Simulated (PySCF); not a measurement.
Compound: C4H14AlNSi2.
Cartesian coordinates in Å at the PBE0-D3(BJ)/def2-SVP level; atoms count from 1:
```xyz
22
C4H14AlNSi2 angstrom
Si     3.0852   -0.9859   -0.4209
N      1.8792    0.1481    0.1287
Si     2.0878    1.8371    0.3920
C      0.4621   -0.2834    0.2023
C     -0.3498   -0.0271   -1.0841
C     -1.8447    0.1255   -0.7665
C     -2.0738    1.2176    0.2998
Al    -0.5946    0.7897    1.5330
H      2.8606   -1.4337   -1.8321
H      4.4166   -0.3114   -0.3333
H      3.0715   -2.2042    0.4464
H      0.9304    2.1921    1.3344
H      1.8854    2.7491   -0.7763
H      3.3748    2.1862    1.0587
H      0.4353   -1.3636    0.4422
H     -0.1864   -0.8043   -1.8517
H      0.0042    0.9201   -1.5327
H     -2.4065    0.3241   -1.6958
H     -2.2282   -0.8429   -0.3928
H     -1.9579    2.2187   -0.1547
H     -3.0920    1.1867    0.7189
H     -0.4770    0.8298    3.1203
```

Level of theory: PBE0-D3(BJ)/def2-SVP geometry optimisation, gas phase (PySCF).

Q: Which atoms are bound to Al8, and at what distances?

A: 3 atoms: H22 1.592 Å, C7 1.973 Å, C4 2.010 Å. The nearest atom not counted as bound is H12, at 2.08 Å.

Q: List the angles at Al8.

A: 
| angle | degrees | distance of the outer atoms (Å) |
| --- | --- | --- |
| C7–Al8–H22 | 132.3 | 3.26 |
| C4–Al8–H22 | 129.4 | 3.26 |
| C4–Al8–C7 | 95.5 | 2.95 |

Q: What is the shape at Al8?

A: Almost planar: angles 132.3°, 129.4° and 95.5°, sum 357.2°, 0.17 Å off the plane of its three neighbours. The Al–C distances aren't all alike: 1.973 to 2.010 Å.

Q: What are the other bond lengths?

A: Si1–N2 1.744 Å; N2–Si3 1.722 Å; N2–C4 1.483 Å; C4–C5 1.543 Å; C5–C6 1.536 Å; C6–C7 1.543 Å; Si1–H9 and 4 like bonds 1.495 Å; Si3–H12 1.534 Å; C4–H15 1.107 Å; C5–H16 1.105 Å; C5–H17 1.106 Å; C6–H18 1.104 Å; C6–H19 1.107 Å; C7–H20 1.106 Å; C7–H21 1.101 Å.

Q: Give some angles away from the centre.

A: Si1–N2–Si3 127.0°, Si1–N2–C4 119.2°, Si3–N2–C4 113.2°, N2–C4–C5 114.4°, N2–C4–Al8 112.3°, C5–C4–Al8 100.8°, C4–C5–C6 110.9°, C5–C6–C7 111.0°, C6–C7–Al8 99.6°.

Q: What are the rotational constants (commonest isotopes, rigid rotor)?

A: A = 1906, B = 801.9, C = 674.7 MHz: an asymmetric top.

Point group: C1 (no symmetry element, even within 0.4 Å). Charge 0, singlet. No frequency check.

One conformer stands for the species.
